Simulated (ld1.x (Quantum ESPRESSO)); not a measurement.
Reading a pseudo-wave (Os)

Columns: radius, all-electron u(r) and pseudo u(r) of the 5p shell (level -68.06 eV) of osmium in the configuration [Kr] 4d10 4f14 5s2 5p6 5d6 6s0 6p0; PBEsol, scalar-relativistic, RRKJ scheme, ld1.x (Quantum ESPRESSO) 7.5.

```tsv
r (bohr)	all-electron	pseudo
0.108	-0.2798	-0.0256
0.215	-0.0458	-0.0994
0.322	0.5244	-0.2149
0.430	0.4660	-0.3631
0.538	0.0437	-0.5283
0.645	-0.4115	-0.6919
0.752	-0.7603	-0.8378
0.860	-0.9748	-0.9513
0.968	-1.0697	-1.0193
1.075	-1.0771	-1.0371
1.182	-1.0281	-1.0080
1.290	-0.9457	-0.9404
1.398	-0.8473	-0.8481
1.505	-0.7456	-0.7467
1.612	-0.6468	-0.6470
1.720	-0.5541	-0.5541
1.828	-0.4703	-0.4703
1.935	-0.3970	-0.3970
2.042	-0.3331	-0.3331
2.150	-0.2776	-0.2776
2.258	-0.2304	-0.2304
2.365	-0.1908	-0.1908
2.472	-0.1575	-0.1575
2.580	-0.1294	-0.1294
2.688	-0.1061	-0.1061
2.795	-0.0869	-0.0869
```

How many radial nodes do the two functions have?

The all-electron 5p function has n − l − 1 = 3 (the table is too coarse to show those close to the nucleus); the pseudo-wave has 0, since the states of the same l below it are removed with the core.

At about which radius was the pseudo-wave matched?

1.70 bohr, where the columns begin to agree (steps of 0.11 bohr).

Where does each function peak?

Outermost all-electron maximum near 1.07 bohr, pseudo maximum near 1.07 bohr (to the table’s step).

Is the pseudo-wave norm-conserving?

Yes: the RRKJ scheme keeps the norm inside the radius equal to the all-electron one, which fixes the energy derivative of the logarithmic derivative at the level.
